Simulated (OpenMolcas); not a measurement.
Levels of V3+ by method

```yaml
Program: OpenMolcas
Basis: ANO-RCC-VTZP [6s5p3d2f1g]
Scalar_Hamiltonian: DKH2, point nucleus
Active_space: 2 electrons in 9 orbitals (RAS2 3d 4s; RAS3 4p, at most 2 electrons)
State_averaging: 2S+1 = 3 even, 10 roots; 2S+1 = 1 even, 20 roots kept (CI in the orbitals of an earlier block); 2S+1 = 3 odd, 15 roots; 2S+1 = 1 odd, 15 roots kept (CI in the orbitals of an earlier block)
Spin-orbit_coupling: RASSI with atomic mean-field integrals over the reference wave functions, term energies averaged over their components
```

Methods on the same reference wave functions:
A. RASSCF
B. SS-RASPT2, IPEA 0.25 Eh, imaginary shift 0.1 Eh (closed shells correlated: 3s 3p)
C. MS-RASPT2, IPEA 0.25 Eh, imaginary shift 0.1 Eh (closed shells correlated: 3s 3p)

Energies in cm-1 above 3d2 3F2, the measured ground level; measured values from Sugar and Corliss, J. Phys. Chem. Ref. Data 7, 1191 (1978).

| Level | A | B | C | Measured |
| --- | --- | --- | --- | --- |
| 3d2 3F2 | 0.0 | 0.0 | 0.0 | 0.0 |
| 3d2 3F3 | 326 | 328 | 328 | 325 |
| 3d2 3F4 | 748 | 750 | 750 | 735 |
| 3d2 1D2 | 13790 | 10700 | 10690 | 10959 |
| 3d2 3P0 | 16388 | 13710 | 13710 |  |
| 3d2 3P1 | 16502 | 13830 | 13830 | 13239 |
| 3d2 3P2 | 16748 | 14070 | 14070 | 13458 |
| 3d2 1G4 | 21561 | 18930 | 18930 | 18391 |
| 3d2 1S0 | 51749 | 43190 | 43190 | 42462 |

Deviations, from unrounded energies. A percentage is the sum of absolute deviations over the sum of measured energies, with the sign that they share, or ± where signs differ.

| Against measurement | Levels | A | B | C |
| --- | --- | --- | --- | --- |
| mean absolute deviation (cm-1) | 7 | 3100 | 390 | 390 |
| fine structure of the ground term (%) | 2 | +1.3 | +1.7 | +1.7 |
| other terms of the ground configuration (%) | 5 | +22.2 | ±2.8 | ±2.8 |

B, C lie about equally close to measurement and A furthest from it. The largest miss of B in the table is 3d2 1S0, by +720 cm-1. The ranking rests on the paired levels alone, and a cruder setting can come out closer through cancelling errors.

Between B and C the level of the table that moves most is 3d2 1D2, by 5.9 cm-1 (lowest in C, highest in B). Moves below CASPT2's spread within the term are not significant.

The two smallest mean deviations differ by little beside CASPT2's spread within terms, so their order carries little weight.

From A to B the spin-free energies of the other terms of 3d2 shown, above 3F, scale by factors of 0.77 to 0.88, as is usual when dynamic correlation screens the repulsion within a d or f shell.

The lowest spin-free term lies below A's lowest term by 0.294 hartree in B, 0.294 hartree in C.

CASPT2 does not keep the components of a term degenerate, so their means are used; among the terms shown or strongly mixed into the levels shown the widest spread is 1100 cm-1 (3d2 1G, C). Terms from blocks run as CI alone lack orbitals of their own. Without dynamic correlation excited terms often stand tens of per cent too high (terms of higher spin than the ground term too low), and those without a measured partner can miss by more than the paired ones (holds for A). Computed and measured levels are paired by configuration, term and J; levels that our copy of the source lacks, or whose pairing is in doubt (as where it misses far off the trend of its configuration), stay unpaired and out of the deviations. Only configurations of the active space appear. The table leaves out levels that lie high or whose names do not pair safely across all columns.
